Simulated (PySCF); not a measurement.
Broadened absorption spectrum of [C8H16N]+

Compound: C₈H₁₆N (charge +1).
SMILES with atom numbers: `[CH2:1]=[CH:2][CH2:3][CH2:4][N+:5]1([CH3:6])[CH2:7][CH2:8][CH2:9]1` (hydrogens: H10, H11 on C1; H12 on C2; H13, H14 on C3; H15, H16 on C4; H17, H18, H19 on C6; H20, H21 on C7; H22, H23 on C8; H24, H25 on C9)

Computed with TDDFT wB97X-D/def2-SVPD, vertical, gas phase, core orbitals frozen in the response (PySCF). The structure is a single PBE0-D3(BJ)/def2-SVP conformer in the gas phase; no vibrational or solvent corrections. Torsions of this conformer, `[CH2:1]=[CH:2][CH2:3][CH2:4][N+:5]1([CH3:6])[CH2:7][CH2:8][CH2:9]1`: C1–C2–C3–C4 -132°, C2–C3–C4–N5 72°, C3–C4–N5–C6 -70°.

Each state is given a Gaussian of 0.5 eV full width at half maximum, with ε(max) = 2.175×10⁸ f / Δν̃ (Δν̃ the width in cm⁻¹). The width is an assumption, not a result. The curve ends short of the highest state used, and states not computed would add to its high-energy end.

```
λ (nm)  ε (L mol⁻¹ cm⁻¹)
 140.8              5452
 142.2              6198
 143.5              6236
 144.9              5669
 146.2              4832
 147.6              3867
 149.0              3004
 150.3              2358
 151.7              1866
 153.0              1630
 154.4              1647
 155.8              1963
 157.1              2532
 158.5              3464
 159.8              4684
 161.2              6461
 162.6              8749
 163.9             11223
 165.3             13947
 166.7             16248
 168.0             17562
 169.4             17774
 170.7             16810
 172.1             14747
 173.5             12046
 174.8              9387
 176.2              6733
 177.5              4674
 178.9              2976
 180.3              1789
 181.6              1062
 183.0               576
 184.4               297
 185.7               154
 187.1                73
 188.4                35
```

Question: Where are the band maxima, and which computed states make them?

Answer: 169 nm (7.34 eV), ε about 18000, made up of S1 (97%); 143 nm (8.68 eV), ε about 6300, made up of S6 (74%) and S7 (15%) (ε in L mol⁻¹ cm⁻¹; maxima over ε = 5, shares over 10%). The states used: S1 7.33 eV (f 0.323); S2 7.73 eV (f 0.044); S3 8.11 eV (f 0.0016); S4 8.24 eV (f 0.0065); S5 8.38 eV (f 0.028); S6 8.69 eV (f 0.087); S7 8.77 eV (f 0.019); S8 9.00 eV (f 0.0030); S9 9.19 eV (f 0.0023); S10 9.41 eV (f 0.016).

Question: What would ε be at 7.34 eV, the highest of these maxima, with half the width (0.25 eV)?

Answer: About 34700 L mol⁻¹ cm⁻¹ against 17900, a factor of about 1.9; a lone state at its own centre would give exactly 2.

Question: Coming from long wavelengths, where does ε first pass 100 L mol⁻¹ cm⁻¹?

Answer: At about 187 nm (6.65 eV), 0.68 eV below S1.

All these states lie below the vertical ionisation energy of 13.24 eV (ΔSCF).
